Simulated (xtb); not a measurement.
O3W (SMILES [O]=[W](=[O])=[O]), singlet, at a GFN2-xTB geometry (such geometries of metal compounds can be far from the true shape); GFN2-xTB in xtb.

Here is a job for xtb.
```
$ xtb coord --gfn 2 --json

# file coord
$coord
      0.0000000000      -0.0000000000       0.0000000000  w
      2.9352362082      -0.6129836722      -1.3089583711  o
     -0.9493651080      -1.5829337181       2.7014365331  o
     -1.9858711002       2.1959173715      -1.3924781620  o
$end
```

### Question
What does xtb print? Leave out banner, timings and long lists.

### Answer

```
   ID    Z sym.   atoms
    1   74 w      1
    2    8 o      2-4

           -------------------------------------------------
          |                Calculation Setup                |
           -------------------------------------------------

           -------------------------------------------------
          |                 G F N 2 - x T B                 |
           -------------------------------------------------

          ...................................................
          :                      SETUP                      :
          :.................................................:
          :  # basis functions                  22          :
          :  # atomic orbitals                  21          :
          :  # shells                            9          :
          :  # electrons                        24          :
          :  max. iterations                   250          :
          :  Hamiltonian                  GFN2-xTB          :
          :  restarted?                      false          :
          :  GBSA solvation                  false          :
          :  PC potential                    false          :
          :  electronic temp.          300.0000000     K    :
          :  accuracy                    1.0000000          :
          :  -> integral cutoff          0.2500000E+02      :
          :  -> integral neglect         0.1000000E-07      :
          :  -> SCF convergence          0.1000000E-05 Eh   :
          :  -> wf. convergence          0.1000000E-03 e    :
          :  Broyden damping             0.4000000          :
          :  net charge                          0          :
          :  unpaired electrons                  0          :
          ...................................................

 iter      E             dE          RMSdq      gap      omega  full diag
   1      1.5608787  0.156088E+01  0.435E+01    0.27       0.0  T
   2     -7.4240105 -0.898489E+01  0.378E+01   29.84       1.0  T
   3    -11.0877739 -0.366376E+01  0.382E+01   14.15       1.0  T
   4    -11.1840325 -0.962586E-01  0.324E+01   12.48       1.0  T
   5      7.8294898  0.190135E+02  0.104E+02    1.27       1.0  T
   6     -4.4103465 -0.122398E+02  0.671E+01    0.34       1.0  T
   7    -12.9272975 -0.851695E+01  0.421E+01    1.11       1.0  T
   8    -10.5048386  0.242246E+01  0.244E+01   11.17       1.0  T
   9    -14.5727186 -0.406788E+01  0.803E+00    0.64       1.0  T
[...]
         :: total energy             -14.584806287015 Eh    ::
[...]
        19                          0.1391657               3.7869
        20                          0.2786365               7.5821
        21                          0.2786365               7.5821
      -------------------------------------------------------------
                  HL-Gap            0.0699364 Eh            1.9031 eV
             Fermi-level           -0.4144478 Eh          -11.2777 eV

     #   Z          covCN         q      C6AA      α(0)
     1  74 w        2.489     1.603   335.557    40.402
     2   8 o        0.830    -0.534    24.575     6.646
     3   8 o        0.830    -0.534    24.575     6.646
     4   8 o        0.830    -0.534    24.575     6.646

 Mol. C6AA /au·bohr⁶  :       1063.977279
 Mol. C8AA /au·bohr⁸  :      87435.078786
 Mol. α(0) /au        :         60.338894

Wiberg/Mayer (AO) data.
largest (>0.10) Wiberg bond orders for each atom

 ---------------------------------------------------------------------------
     #   Z sym  total        # sym  WBO       # sym  WBO       # sym  WBO
 ---------------------------------------------------------------------------
     1  74 w    5.619 --     2 o    1.873     4 o    1.873     3 o    1.873
     2   8 o    2.269 --     1 w    1.873     3 o    0.198     4 o    0.198
     3   8 o    2.269 --     1 w    1.873     2 o    0.198     4 o    0.198
     4   8 o    2.269 --     1 w    1.873     2 o    0.198     3 o    0.198
 ---------------------------------------------------------------------------

Topologies differ in total number of bonds
Writing topology from bond orders to xtbtopo.mol

molecular dipole:
                 x           y           z       tot (Debye)
 q only:        0.000       0.000       0.000
   full:       -0.000       0.000      -0.000       0.000
molecular quadrupole (traceless):
                xx          xy          yy          xz          yz          zz
 q only:       -2.209       3.733       2.406       2.919       5.236      -0.197
  q+dip:       -2.273       3.841       2.475       3.003       5.387      -0.202
   full:       -2.366       3.999       2.577       3.126       5.608      -0.211

           -------------------------------------------------
          | TOTAL ENERGY              -14.584806287015 Eh   |
          | GRADIENT NORM               0.000024983523 Eh/α |
          | HOMO-LUMO GAP               1.903065698133 eV   |
           -------------------------------------------------

normal termination of xtb
```
